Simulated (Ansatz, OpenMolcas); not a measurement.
**CH6BNO2 (SMILES COB(N)O): the energy, rung by rung**

CH6BNO2 has 11 atoms, charge 0, and is taken as a singlet. SMILES: `COB(N)O`. Geometry: relaxed at PBE0-D4/def2-TZVP. This is one conformer, not always the lowest.

```xyz
11

C     0.7135    0.8516    1.1297
O    -0.4467    0.1025    0.8785
B    -0.6440   -0.5067   -0.3384
N     0.2758   -0.4319   -1.4037
O    -1.8010   -1.2231   -0.5148
H     0.8013    1.7018    0.4431
H     0.6544    1.2386    2.1476
H     1.6169    0.2360    1.0476
H     1.1441    0.0663   -1.3669
H     0.0952   -0.8909   -2.2775
H    -2.3441   -1.2011    0.2754
```

Each level gives the energy change with the B3–N4 bond stretched from 1.409 to 2.537 Å (eV). The values are calculated.

| level | kind | program | value (eV) | less CCSD(T)/6-31G* | CPU time (all runs) |
| --- | --- | --- | --- | --- | --- |
| SVWN5/6-31G* (spherical functions) (restricted) | LDA | OpenMolcas | 5.50 | +0.04 | 33 s |
| BLYP/6-31G* (spherical functions) (restricted) | GGA | OpenMolcas | 4.91 | -0.55 | 58 s |
| M06-L/6-31G* (spherical functions) (restricted) | meta-GGA | OpenMolcas | 5.42 | -0.04 | 70 s |
| B3LYP/6-31G* (spherical functions) (restricted) | global hybrid | OpenMolcas | 5.36 | -0.10 | 54 s |
| CAM-B3LYP/6-31G* (spherical functions) (restricted) | range-separated hybrid | Ansatz | 5.65 | +0.19 | 17 s |
| wB97X/6-31G* (spherical functions) (restricted) | range-separated hybrid | Ansatz | 5.65 | +0.19 | 60 s |
| B2PLYP/6-31G* (spherical functions) (restricted) | double hybrid | Ansatz | 5.47 | +0.01 | 21 s |
| PBE-QIDH/6-31G* (spherical functions) (restricted) | double hybrid | Ansatz | 5.84 | +0.38 | 21 s |
| MP2/6-31G* (spherical functions) (restricted) | perturbation theory | Ansatz | 5.65 | +0.19 | 5.8 s |
| CCSD(T)/6-31G* (spherical functions) (restricted) | coupled cluster or CI | Ansatz | 5.46 | 0.00 | 48 s |

Differences are taken from CCSD(T)/6-31G* (spherical functions) (restricted) for orientation; it has basis-set and higher-order errors of its own. At this stretch a single reference begins to fail. The first shape isn't each level's own minimum. The values span 4.91 to 5.84 eV. CPU times are rough (shared hosts, several kinds of processor): they show what a rung costs within a factor of a few.
